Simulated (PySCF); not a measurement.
CH2Cl6Si2, charge -1, doublet, geometry from GFN2-xTB (a state made from the parent by changing its charge; the spin is typed, not shown lowest).

Here is a job for PySCF.
```python
from pyscf import gto, scf, mp

mol = gto.M(
    atom='''
Cl    3.087990   -0.396772   -1.265694
Si    1.473981    0.293217   -0.194612
Cl    2.179332    0.667664    1.668849
Cl    0.976619    2.069056   -1.021812
C     0.105443   -0.995103   -0.215735
Si   -1.635604   -0.253433    0.203303
Cl   -2.051876    0.257377   -1.987281
Cl   -1.203103   -0.203777    2.439484
Cl   -2.916123   -1.884244    0.276264
H     0.336163   -1.781037    0.505877
H     0.055626   -1.463471   -1.199885
''',
    basis='sto-3g',
    charge=-1,
    spin=1,
    verbose=4,
)

mf = scf.UHF(mol)
mf.kernel()

pt = mp.MP2(mf)
pt.kernel()
print('E(MP2) = %.10f' % pt.e_tot)
```

Q: Give the number of basis functions at the level PySCF with MP2/STO-3G.

A: 79

Q: Predict the SCF-reference Mulliken (on the basis functions themselves) charges in atom order from MP2/STO-3G.

A: Cl1 -0.38, Si2 1.07, Cl3 -0.35, Cl4 -0.34, C5 -0.44, Si6 0.87, Cl7 -0.56, Cl8 -0.56, Cl9 -0.45, H10 0.07, H11 0.07

Q: What MP2 correlation energy does MP2/STO-3G give?

A: -0.1386 Eh

Q: Estimate the nuclear repulsion energy that MP2/STO-3G returns for this input.

A: 1313.9226 Eh

These values belong to the state on which the SCF converged, which isn't shown to be the lowest.
